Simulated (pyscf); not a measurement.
PySCF, gas phase, ωB97X-D3(BJ)/def2-SVP geometries. MP2 and CC: frozen core, UHF for open shells. ΔMP2 is the change of the MP2 total energy from the triple- to the quadruple-zeta basis.

SMILES: B[SeH]
```xyz
5

B      0.1206    -0.4967     0.4301
Se     1.4179     0.0983    -0.8242
H      0.4476    -0.9291     1.5040
H     -1.0297    -0.4132     0.0830
H      2.6132    -0.1745    -0.0178
```
Charge 0, spin multiplicity 1.

### Question
How much does it cost (ΔH, 298 K, CCSD(T)/def2-TZVPP + ΔMP2(QZVPP)) to split `[BH2][SeH]` at its B–Se bond into BH₂• + SeH•?

### Answer
B–Se to BH₂• + SeH•: 429.6 kJ/mol. The radicals are drawn with the spin at the cut bond; how far it spreads was not checked. The CCSD(T) − MP2 part came from Ansatz, without density fitting, on the same reference. The frozen core leaves the outer d or s,p core shells of the metals and heavy elements correlated in the MP2 and CC values, and def2-TZVPP describes them poorly, which can shift differences by a few kcal/mol. Left out: the spin-orbit lowering of SeH, which is large for Br, Se, Te and I. Elements up to Kr have no core potential and no relativistic terms here.
